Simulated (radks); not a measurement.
Species: Sn XXXVII. Configuration: [Ne] 3s2 3p2.

All-electron calculation, Dirac Kohn-Sham, BLYP, spin-unpolarised, spherical densities, point nucleus; open shells fill j = l - 1/2 first. Program: a radial shooting solver on a logarithmic mesh with Libxc functionals.

Energy parts (eV):
| part | energy |
|---|---|
| total | -138781.343 |
| kinetic | 147591.695 |
| electron-nucleus | -302633.112 |
| Hartree | 18918.862 |
| exchange-correlation | -2658.788 |

Orbitals (lengths in bohr, moments of r in powers of bohr; <r^-3> diverges for s and p1/2):
| orbital | occ. | eigenvalue (eV) | <r^-3> | <r^4> | <r> | <r^2> |
|---|---|---|---|---|---|---|
| 1s1/2 | 2 | -31109.57 | - | 3.398e-06 | 0.02904 | 0.001142 |
| 2s1/2 | 2 | -6391.569 | - | 0.0005473 | 0.1233 | 0.01794 |
| 2p1/2 | 2 | -6128.893 | - | 0.0003487 | 0.1041 | 0.01328 |
| 2p3/2 | 4 | -5891.407 | 4427 | 0.0004066 | 0.1093 | 0.01449 |
| 3s1/2 | 2 | -2499.846 | - | 0.01556 | 0.3011 | 0.1032 |
| 3p1/2 | 2 | -2406.440 | - | 0.01366 | 0.2865 | 0.09485 |
| 3p3/2 | 0 | -2347.526 | 1123 | 0.01508 | 0.2943 | 0.09987 |

The highest occupied level is 3p1/2 at -2406.4 eV. For comparison, the ionisation energy in NIST's Atomic Spectra Database is 2443 eV (semi-empirical). In exact Kohn-Sham theory the highest level is minus the ionisation energy, but local and semilocal functionals leave it too shallow, through self-interaction and a potential that decays too fast; potentials with the right tail come closer.

Beside tabulated values, note that spin-unpolarised runs miss the spin-polarisation part of the exchange energy of open shells.
